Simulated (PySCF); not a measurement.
Species: C10H10.
Atom-mapped SMILES: `[CH2:1]=[CH:2][C:3]1=[CH:4][CH:5]=[CH:6][CH:7]=[CH:8][C:9]1=[CH2:10]` (hydrogens: H11, H12 on C1; H13 on C2; H14 on C4; H15 on C5; H16 on C6; H17 on C7; H18 on C8; H19, H20 on C10)

Level: PBE0/pcSseg-1 in PySCF, non-relativistic, on one gas-phase PBE0-D3(BJ)/def2-SVP geometry that isn't relaxed in the solvent. The solvent is an IEF-PCM continuum (cavity from Bondi-type radii × 1.2). The model holds no explicit solvent molecules, cavitation or dispersion.

Gas phase at PBE0/pcSseg-1: HOMO -5.79 eV, LUMO -1.83 eV, dipole 0.39 D.

Problem. What does the continuum do to the energy, the frontier levels and the dipole at PBE0/pcSseg-1 in dichloromethane and water?

Solution. 
```json
{"solvent": "dichloromethane", "ε": "8.93", "E(solvent) − E(gas) (kcal/mol)": "-3.66", "polarisation term (kcal/mol)": "-4.06", "distortion of the solute (kcal/mol)": "0.40", "HOMO (eV)": "-5.85", "LUMO (eV)": "-1.87", "dipole (D)": "0.50"}
{"solvent": "water", "ε": "78.36", "E(solvent) − E(gas) (kcal/mol)": "-4.47", "polarisation term (kcal/mol)": "-5.08", "distortion of the solute (kcal/mol)": "0.61", "HOMO (eV)": "-5.88", "LUMO (eV)": "-1.90", "dipole (D)": "0.52"}
```

The polarisation term is half the interaction of the solute with the surface charges that it induces; the rest is the cost of distorting the solute's density. The sum is the electrostatic part of solvation alone. From dichloromethane to water the lowering changes by a factor 1.22, Onsager's factor (ε − 1)/(2ε + 1) by 1.17 and ε itself by 8.8.

Problem. Which Hirshfeld charges (PBE0/pcSseg-1) respond most in dichloromethane (means over atoms taken as equivalent)?

Solution. 
| atoms | environment | gas (e) | solvent (e) | change |
| --- | --- | --- | --- | --- |
| C3 | fully substituted alkene carbon | +0.013 | +0.005 | -0.008 |
| H14 | vinylic hydrogen | +0.046 | +0.054 | +0.008 |
| C9 | fully substituted alkene carbon | +0.003 | -0.004 | -0.007 |
| H17 | vinylic hydrogen | +0.049 | +0.056 | +0.007 |
| H15 | vinylic hydrogen | +0.049 | +0.055 | +0.006 |
| H16 | vinylic hydrogen | +0.049 | +0.055 | +0.006 |
| H13 | vinylic hydrogen | +0.045 | +0.051 | +0.006 |
| H18 | vinylic hydrogen | +0.050 | +0.056 | +0.006 |

Hardware: one thread, Arm Neoverse V1, no GPU (shared host). Cost: 42 s of wall time. This is the whole shielding run at PBE0/pcSseg-1 in water, SCF included.

Shape of the structure used: `[CH2:1]=[CH:2][C:3]1=[CH:4][CH:5]=[CH:6][CH:7]=[CH:8][C:9]1=[CH2:10]`: C1–C2–C3–C4 173°.
